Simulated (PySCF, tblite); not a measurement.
A database entry of computed molecular properties. Lists by class give the value and the number of equivalent atoms.

```json
{
 "formula": "C3H15FN2Si3",
 "smiles": "CNC[C@@H]([SiH3])[Si@H](F)N[SiH3]",
 "inchi": "InChI=1S/C3H15FN2Si3/c1-5-2-3(7)9(4)6-8/h3,5-6,9H,2H2,1,7-8H3/t3-,9+/m0/s1",
 "charge": 0,
 "multiplicity": 1,
 "geometry_level": "GFN2-xTB",
 "atoms_angstrom": [
  ["C", -1.466, 2.163, -1.503],
  ["N", -0.909, 1.334, -0.453],
  ["C", -1.449, -0.017, -0.434],
  ["C", -0.781, -0.855, 0.65],
  ["Si", -1.65, -2.531, 0.873],
  ["Si", 1.074, -1.064, 0.324],
  ["F", 1.724, -1.746, 1.639],
  ["N", 1.817, 0.468, 0.125],
  ["Si", 3.501, 0.874, 0.074],
  ["H", -1.194, 1.732, -2.467],
  ["H", -2.563, 2.245, -1.46],
  ["H", -1.037, 3.161, -1.434],
  ["H", -1.082, 1.767, 0.451],
  ["H", -2.547, -0.007, -0.292],
  ["H", -1.256, -0.458, -1.417],
  ["H", -0.892, -0.313, 1.597],
  ["H", -1.071, -3.246, 2.006],
  ["H", -3.075, -2.283, 1.131],
  ["H", -1.528, -3.324, -0.353],
  ["H", 1.384, -2.03, -0.726],
  ["H", 1.168, 1.165, -0.223],
  ["H", 4.076, 0.573, -1.244],
  ["H", 3.56, 2.316, 0.331],
  ["H", 4.186, 0.097, 1.102]
 ],
 "electronic_structure_code": "PySCF",
 "results": {
  "GFN2-xTB geometry": {
   "point_group": "C1",
   "rotational_constants_GHz": [1.021, 0.677, 0.425]
  },
  "PBE0/pcSseg-1 ground state and GIAO shieldings, non-relativistic": {
   "dipole_D": 3.83,
   "homo_eV": -7.09,
   "lumo_eV": 0.53,
   "shift_vs_computed_TMS_C_by_class_ppm": [
    [52.2, 1],
    [38.7, 1],
    [13.6, 1]
   ],
   "shift_vs_computed_TMS_H_by_class_ppm": [
    [5.15, 1],
    [4.76, 3],
    [3.91, 3],
    [3.24, 1],
    [3.04, 1],
    [2.59, 3],
    [2.37, 1],
    [0.3, 1],
    [-0.07, 1]
   ],
   "shielding_other_nuclei_by_class_ppm": [
    ["N", 206.5, 1],
    ["N", 234.6, 1],
    ["F", 338.7, 1],
    ["Si", 353.0, 1],
    ["Si", 412.6, 1],
    ["Si", 421.7, 1]
   ],
   "charges_hirshfeld_e_by_atom": [-0.07, -0.13, -0.02, -0.2, 0.31, 0.44, -0.21, -0.34, 0.35, 0.05, 0.03, 0.05, 0.11, 0.03, 0.04, 0.04, -0.07, -0.08, -0.08, -0.09, 0.08, -0.09, -0.08, -0.08]
  },
  "GFN2-xTB harmonic vibrations, gas phase": {
   "strongest_ir_bands_cm-1_km_per_mol_modes": [
    [796.3, 502.6, 1],
    [799.7, 367.2, 1],
    [830.5, 596.7, 1],
    [1202.9, 491.8, 1],
    [2277.8, 487.2, 1],
    [2300.5, 349.6, 1]
   ],
   "zpe_kcal_per_mol": 109.2
  }
 }
}
```

A dipole of 3.83 D is allowed in C1, and pure rotational transitions are dipole-allowed. The rotational constants make it an asymmetric top with κ = (2B − A − C)/(A − C) = -0.15, nearer the prolate limit (−1). With B = h/(8π²I), that is 505.379 GHz u Å² over I, the principal moments of inertia are 495.1, 746.6 and 1189.1 u Å² (most abundant isotopes); the inertial defect Ic − Ia − Ib is -52.6 u Å² (zero for a rigid planar frame, negative otherwise).

 NMR classes are plain means over equivalent atoms (diastereotopic ones count apart unless rotation or inversion swaps them), as if these changed places fast; in this geometry the members of some classes differ.

Conformer computed: `[CH3:1][NH:2][CH2:3][C@@H:4]([SiH3:5])[Si@H:6]([F:7])[NH:8][SiH3:9]`: C1–N2–C3–C4 178°, N2–C3–C4–Si5 171°, C3–C4–Si6–F7 171°, C4–Si6–N8–Si9 169°.

One conformer stands for the species.
